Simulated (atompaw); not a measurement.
## Before and after: PAW (atompaw) potential for Re (Z = 75)

atompaw 4.2.0.5 input, output lines left out:

```
Re 75
GGA-PBE scalarrelativistic loggrid 2001 logderivrange -5 5 251
6 6 5 4 0 0
6 1 0
5 2 5
0 0 0
c
c
c
c
c
v
c
c
c
v
v
c
c
v
c
2
3.00 2.80 2.40 2.30
y
0.3
n
n
y
2.1
n
custom polynom2 7 10 vanderbiltortho besselshape
bessel
3.00
3.00
1.55
3.00
2.75
2.75
```

All-electron outer shells of the reference configuration (PBE, scalar-relativistic, ld1.x):

```json
{"shell": "5s", "level (eV)": "-85.25", "outermost node (bohr)": "0.52", "outermost maximum (bohr)": "0.93"}
{"shell": "5p", "level (eV)": "-47.01", "outermost node (bohr)": "0.56", "outermost maximum (bohr)": "1.06"}
{"shell": "4f", "level (eV)": "-42.31", "outermost node (bohr)": "–", "outermost maximum (bohr)": "0.41"}
{"shell": "6s", "level (eV)": "-5.94", "outermost node (bohr)": "1.24", "outermost maximum (bohr)": "2.57"}
{"shell": "5d", "level (eV)": "-5.37", "outermost node (bohr)": "0.62", "outermost maximum (bohr)": "1.41"}
{"shell": "6p", "level (eV)": "-1.32", "outermost node (bohr)": "1.48", "outermost maximum (bohr)": "3.65"}
```

Change: wave 5p (bound): rc 1.55 bohr becomes 5p (bound): rc 1.92 bohr.

Cutoffs: the cutoffs (Ry, on a coarse ladder) from which the occupation-weighted sum of valence levels, in a spherical-Bessel basis at the reference potential, stays within 10 and 1 mRy of its value at 400 Ry; they do not see the model core or the augmentation charge, which bear on the density cutoff.

Problem. What does the change do?

Solution. The potential gets softer (35 Ry and 140 Ry → 30 Ry and 60 Ry); neither file shows a bound ghost.

| quantity | base | changed |
| --- | --- | --- |
| cutoff, loose | 35 Ry | 30 Ry |
| cutoff, tight | 140 Ry | 60 Ry |
| loose cutoff by channel (10 mRy a level) | s 6 Ry, p 21 Ry, d 15 Ry | s 6 Ry, p 18 Ry, d 15 Ry |
| bound ghosts | none | none |
| s: phases at 3.02 bohr within 0.05 rad from the reference energy up to (Ry; the scan ends near 5) | 2.5 | 2.5 |
| p: phases at 3.02 bohr within 0.05 rad from the reference energy up to (Ry; the scan ends near 5) | 3.9 | to the end of the scan |
| d: phases at 3.02 bohr within 0.05 rad from the reference energy up to (Ry; the scan ends near 5) | to the end of the scan | to the end of the scan |
| lowest overlap eigenvalue by channel | s 0.84, p 0.53, d 0.94 | s 0.84, p 0.57, d 0.94 |

 The cutoffs see the waves, projectors and local potential, not the compensation charge or the core.
